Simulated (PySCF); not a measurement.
Structure from 2D NMR

Compound of formula C$_{6}$H$_{12}$N$_{2}$Si$_{2}$. Correlations simulated from computed shifts and the bond graph:

HSQC (one-bond C–H):
```
  δH    δC
2.61  42.3
1.40  74.3
```

COSY cross peaks (H two or three bonds apart, from the bond graph; peaks can be absent where the dihedral angle is near 90°):
```
  δH    δH
5.35  5.21
5.35  5.04
5.21  5.04
```

HMBC (two and three bonds, from the bond graph):
```
  δH                 δC
5.35  100.2, 85.5, 42.3
5.21               85.5
5.04               85.5
2.61               42.3
1.40        100.2, 74.2
```

Carbons without hydrogens: δ 100.2, 85.5, 74.2.

Theoretical values (PySCF): GFN2-xTB geometry, PBE0/pcSseg-1 with gauge-including orbitals. Averaged over atoms made equivalent by symmetry, fast rotation or ring inversion, no solvent, one computed conformer, non-relativistic.

Scale: TMS for 1H (σ = 31.72 ppm), 13C (σ = 186.93 ppm) (reference shieldings calculated alike).

Exchangeable hydrogens are left out of these lists.

Task: Which molecule is this?

Result: `C#CC#C[Si@H]([SiH2]N)N(C)C`.

Structure with atom numbers: `[CH:1]#[C:2][C:3]#[C:4][Si@H:5]([SiH2:6][NH2:7])[N:8]([CH3:9])[CH3:10]`. Each H is labelled by its parent atom. Ha(Si6) is pro-R; Hb(Si6) is pro-S.

1. δC 100.2 is C3, an alkyne carbon.
2. δC 85.5 is C4, an alkyne carbon.
3. δC 74.3 is C1, a terminal alkyne carbon (δH 1.40).
4. δC 74.2 is C2, an alkyne carbon.
5. δC 42.3 is C9/C10, a methyl carbon bonded to N (δH 2.61).
6. HMBC from δH 5.35 reaches the proton-free carbons C3, C4.
7. HMBC from δH 5.21 reaches the proton-free carbon C4.
8. HMBC from δH 5.04 reaches the proton-free carbon C4.
9. HMBC from δH 1.40 reaches the proton-free carbons C3, C2.
10. COSY links 5.35–5.21, 5.35–5.04, 5.21–5.04.

This is the structure that produced the data.

The OH or NH signal is concentration- and solvent-dependent in practice; the value given is the gas-phase one. Shifts are as computed. Against solution values, carbons near 30 ppm lie about +3 ppm off and those near 130 ppm about +5 ppm. Of 1309 compounds with measured shifts, 239 miss one by over three times the rms of a fit or turn the order of signals round; such compounds aren't used in these exercises.
